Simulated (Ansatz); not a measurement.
Relaxation of BrCl$_{2}$GaH$_{2}$ (6 atoms, charge 0, multiplicity 1), to a largest force component of 0.03 eV/Å in at most 50 steps.

Method: Ansatz, RKS LDA/def2-SVP.

```xyz
6
Properties=species:S:1:pos:R:3:forces:R:3
Ga 0.005 0.229 -0.005 -0.12 -0.14 0.85
Cl -0.077 0.545 2.186 0.00 -0.33 -0.88
H 1.366 0.074 -0.721 0.02 0.00 0.01
Cl -1.873 0.341 -0.977 0.07 0.02 0.07
Br -0.298 -3.186 1.131 0.08 1.21 0.68
H -0.250 -2.011 2.078 -0.04 -0.76 -0.73
```

**Question.** Where does it end, and by what steps?

**Answer.** The run converged. After 15 steps the energy has fallen by 0.486 eV; H6 moved furthest, 0.76 Å. Joined: Ga1–Br5 (3.61 → 2.37 Å), Cl2–H6 (2.56 → 1.40 Å).

| step | energy less start (eV) | largest force component (eV/Å) | accepted |
| --- | --- | --- | --- |
| 0 | 0.0000 | 1.213 | yes |
| 1 | -0.1847 | 0.308 | yes |
| 2 | -0.2927 | 0.460 | yes |
| 3 | -0.3770 | 0.393 | yes |
| 4 | -0.3889 | 0.209 | yes |
| 5 | -0.3987 | 0.111 | yes |
| 6 | -0.4150 | 0.164 | yes |
| 7 | -0.4255 | 0.194 | yes |
| 8 | -0.3892 | 1.356 | no |
| 9 | -0.4449 | 0.176 | yes |
| 10 | -0.4656 | 0.324 | yes |
| 11 | -0.4595 | 0.516 | no |
| 12 | -0.4827 | 0.071 | yes |
| 13 | -0.4786 | 0.445 | no |
| 14 | -0.4854 | 0.074 | yes |
| 15 | -0.4860 | 0.025 | yes |

```xyz
6
Properties=species:S:1:pos:R:3
Ga -0.030 -0.457 -0.082
Cl -0.119 0.129 2.326
H 1.367 -0.006 -0.578
Cl -1.882 0.259 -0.846
Br -0.240 -2.680 0.723
H -0.222 -1.254 2.149
```

Whether the end is a true minimum wasn't checked by a vibrational analysis.

Run time: 14 s on 4 threads of Arm Neoverse V1 (shared host), peak memory 0.17 GiB.
